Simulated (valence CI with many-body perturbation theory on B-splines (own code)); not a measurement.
## Run record, Sr XXIV

Computed by valence CI with perturbative core correlation (CI+MBPT): five valence electrons over a frozen Dirac-Fock core [Ne], a basis of 7 s, 7 p, 5 d, 1 f functions for each j, with the one-electron correlation potential Σ1 (screened to all orders), the two-electron term Σ2, the three-electron term Σ3, Breit, model QED; selected single and double excitations, second order for the rest, scaled by the run's own slope (own B-spline code, finite nucleus).

Command, and the settings that its task file holds:

```sh
python run_cv.py task.json out
```

```
atom Sr  Z=38  mass_number=88  rms_radius_fm=4.2240
core [Ne]
valence 3s2 3p3
avg = 1
basis = S
breit = 1
cap = 10000
capref = 1200
cscale = 1
de = 0.0
dress = 0
eps = 2e-08
extrap = 1
h = 0.27
hh = 1
l2 = 3
lcore = 6
maxit = 60
n2 = 5
natural = 1
nlev = 21
nno = [4, 4, 3, 0, 0]
nroot = 26
nsp = [3, 3, 2, 1, 0]
pt2 = 1
qed = 1
rpa = 1
s1 = 1
s2 = 1
s3 = 1
screen = 1
tol = 2e-05
whole = 1
```

It took 17 s on 1 thread of Arm Neoverse V1 (shared host).

Log. The first blocks belong to the next ion, which gives the ionisation energy. Fields: 2J, parity (1 odd), roots, reference size, generating configurations, candidates as configurations/state functions, variational space P, stored matrix elements, Davidson steps; e2 is the range of second-order energies in hartree. The first line gives the box (bohr), its intervals, the orbitals and the steps of their self-consistent field. Window is the range of levels sought, series limit the energy at which the first omitted orbital would enter, core excitation an estimate of the first excitation out of the core, left out the lowest levels not solved, and shifts from estimates the range by which levels moved from their first estimate, all in cm⁻¹.

```
rmax 3.5 intervals 58 orbitals 33 references ['3s2 3p3', '3s 3p4', '3s2 3p2 3d', '3p5', '3s 3p3 3d'] scf 5 t 0.9
2J=0 par=0 roots 2 ref 24 generators 8 cand 710/965 P 730/989 nnz 0 it 0
2J=0 par=0 roots 2 ref 24 generators 14 cand 1368/2104 P 2098/3093 nnz 7.5e+05 it 5
   second order: generators 23 cand 3814/6549 e2 -0.00001 -0.00001
reference levels 559, estimated 47, window 936392 1/cm; series limit 6140151, core excitation 14971671
2J=3 par=1 roots 4 ref 66 generators 15 cand 228/1008 P 916/3535 nnz 1.5e+06 it 4
2J=3 par=1 roots 4 ref 66 generators 28 cand 1115/6451 P 2031/9986 nnz 9.3e+06 it 8
   second order: generators 40 cand 9363/100649 e2 -0.00212 -0.00026
2J=5 par=1 roots 2 ref 65 generators 12 cand 141/984 P 773/3480 nnz 1.6e+06 it 5
2J=5 par=1 roots 2 ref 65 generators 20 cand 1085/6383 P 1858/9863 nnz 9.4e+06 it 7
   second order: generators 30 cand 9075/117430 e2 -0.00212 -0.00040
2J=1 par=1 roots 2 ref 41 generators 13 cand 256/972 P 1128/3489 nnz 1.4e+06 it 4
2J=1 par=1 roots 2 ref 41 generators 20 cand 1641/6504 P 2769/9993 nnz 7.5e+06 it 7
   second order: generators 29 cand 7509/51210 e2 -0.00042 -0.00018
2J=5 par=0 roots 6 ref 74 generators 20 cand 228/971 P 874/3535 nnz 1.4e+06 it 8
2J=5 par=0 roots 6 ref 74 generators 30 cand 1190/6431 P 2064/9966 nnz 8.7e+06 it 10
   second order: generators 44 cand 10100/131758 e2 -0.00220 -0.00082
2J=3 par=0 roots 7 ref 71 generators 18 cand 206/1008 P 880/3554 nnz 1.4e+06 it 5
2J=3 par=0 roots 7 ref 71 generators 28 cand 1270/6439 P 2150/9993 nnz 8.3e+06 it 8
   second order: generators 42 cand 9394/95683 e2 -0.00219 -0.00075
2J=1 par=0 roots 5 ref 44 generators 20 cand 302/1007 P 1221/3542 nnz 1.3e+06 it 7
2J=1 par=0 roots 5 ref 44 generators 24 cand 1573/6390 P 2794/9932 nnz 7.5e+06 it 8
   second order: generators 35 cand 7824/49370 e2 -0.00075 -0.00025
2J=7 par=0 roots 4 ref 54 generators 14 cand 165/888 P 856/3447 nnz 1.5e+06 it 5
2J=7 par=0 roots 4 ref 54 generators 24 cand 991/6531 P 1847/9978 nnz 9.9e+06 it 9
   second order: generators 35 cand 9250/114203 e2 -0.00118 -0.00107
2J=9 par=0 roots 2 ref 34 generators 10 cand 196/870 P 1056/3557 nnz 1.5e+06 it 4
2J=9 par=0 roots 2 ref 34 generators 21 cand 1041/6435 P 2097/9992 nnz 1e+07 it 5
   second order: generators 26 cand 6833/76331 e2 -0.00036 -0.00032
left out: unestimated 1356952, estimated 1035552, shifts from estimates -6 to 37
operators 0.5
```

The Davidson iterations converged.

No measured levels were compared; by estimate levels of excited configurations hold to 0.05 to 0.15 % of their energy, terms of the ground configuration to about 0.5 %. Among the levels kept, up to 480 cm⁻¹ of a level comes from second order outside the variational space, and about a tenth of that is noise between levels of different J, which matters for small intervals.

* Valence energy: -227.8253 hartree
* Ionisation energy: 1095.3 eV (NIST: 1105 ± 4 eV (semi-empirical))
* Reference configurations for the orbitals: 3s2 3p3, 3s 3p4, 3s2 3p2 3d, 3p5, 3s 3p3 3d
* Radial orbitals: 33
* Box radius: 3.512 bohr
* Largest variational space: 9993
* Lowest levels: 3s2 3p3 4S°_3/2 0, 3s2 3p3 2D°_3/2 97831, 3s2 3p3 2D°_5/2 132760, 3s2 3p3 2P°_1/2 182780, 3s2 3p3 2P°_3/2 270360, 3s 3p4 4P_5/2 575450, 3s 3p4 4P_3/2 639440, 3s 3p4 4P_1/2 653610, 3s 3p4 2D_3/2 717360, 3s 3p4 2D_5/2 753590, 3s2 3p2 3d 4F_3/2 783870, 3s2 3p2 3d 2P_3/2 811020, 3s2 3p2 3d 4F_5/2 813550, 3s 3p4 2P_1/2 816370 cm⁻¹

Names give the largest LS component (configuration and term), which can be under half, so a name can repeat, a term be missing and a line seem to break the LS rules; names also repeat where a configuration has a term twice.
